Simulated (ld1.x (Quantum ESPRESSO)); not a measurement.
# Configuration tests for calcium (TM)

* Element: Ca
* Generator: ld1.x (Quantum ESPRESSO) 7.5
* Type: norm-conserving Troullier–Martins (Kleinman–Bylander form)
* Functional: revPBE
* Relativity: scalar-relativistic
* Frozen core: [Ne] 3s2
* Valence charge: 8
* Reference configuration: 3p6 3d0 4s1.75 4p0 (charge +0.25)
* Partial waves: 4s (bound): rc 3.05 bohr; 3p (bound): rc 1.50 bohr; 3d (bound, empty): rc 2.50 bohr
* Local potential: all-electron potential smoothed inside 1.80 bohr (lloc = -1)
* Core correction: Bessel-smoothed model core inside 1.40 bohr

Energies are relative to the spin-unpolarised reference configuration 3p6 3d0 4s1.75 4p0; without spin polarisation the order of configurations can differ from experiment. Not all tests gave a result: 1 of 7 tests not solved or not reliable. Left out of the table: 3p5 3d0 4s2 4p0 (solver errors, printed error -9.5 eV). The frozen-core shift is the all-electron ΔE with the core orbitals held at their reference shape minus the fully relaxed ΔE.

| valence configuration | charge | ΔE all-electron (eV) | error AE − PS (meV) | frozen-core shift (meV) |
| --- | --- | --- | --- | --- |
| 3p6 3d0 4s2 4p0 | 0 | -1.086 | +0.1 | 0.0 |
| 3p6 3d0 4s1 4p0 | +1 | 5.165 | +1.1 | +0.3 |
| 3p6 3d0 4s0 4p0 | +2 | 16.890 | +4.7 | +3.9 |
| 3p6 3d0 4s0 4p1 | +1 | 8.155 | +2.7 | +1.3 |
| 3p6 3d0 4s0 4p2 | 0 | 3.766 | +0.3 | +0.8 |

What are ΔE and the potential's error for 3p6 3d0.5 4s1.5 4p0?

ΔE = -0.029 eV all-electron; the error (AE − PS) is -4.7 meV.

Note: ghost state, extra bound levels that the all-electron valence spectrum of the same l lacks: s at -37.8 eV. A true bound ghost makes a file unfit for plane-wave use.
